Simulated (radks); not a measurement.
The mean radii <r> (bohr) of the occupied orbitals of an atom or ion are listed with their occupations. All-electron calculation, scalar-relativistic Kohn-Sham, LDA (Slater exchange, Perdew-Wang correlation), spin-polarised, spherical densities, finite nucleus; Fermi nuclear charge, rms radius of each element as measured or else 0.836 A^(1/3) + 0.57 fm. Program: a radial shooting solver on a logarithmic mesh with Libxc functionals.

| orbital | occ. | <r> |
|---|---|---|
| 1s up | 1 | 0.03347 |
| 1s down | 1 | 0.03347 |
| 2s up | 1 | 0.1458 |
| 2s down | 1 | 0.1458 |
| 2p up | 3 | 0.1270 |
| 2p down | 3 | 0.1270 |
| 3s up | 1 | 0.4035 |
| 3s down | 1 | 0.4034 |
| 3p up | 3 | 0.4036 |
| 3p down | 3 | 0.4035 |
| 3d up | 5 | 0.3845 |
| 3d down | 5 | 0.3843 |
| 4s up | 1 | 1.016 |
| 4s down | 1 | 1.013 |
| 4p up | 3 | 1.121 |
| 4p down | 3 | 1.119 |
| 4d up | 5 | 1.517 |
| 4d down | 1 | 1.546 |

Name the element and its charge. Open shells, if any, are filled with parallel spins first.

Answer. Z = 44, ruthenium, charge +2: Ru2+ in [Kr] 4d6. The 1s radius gives Z: for a bare nucleus <r> = (2 gamma + 1)/(2Z) with gamma = sqrt(1 - (Z/c)^2), 0.03289 bohr for Z = 44, and screening makes it slightly larger (0.03347 here). The occupations add up to 42, and the charge is Z minus that.
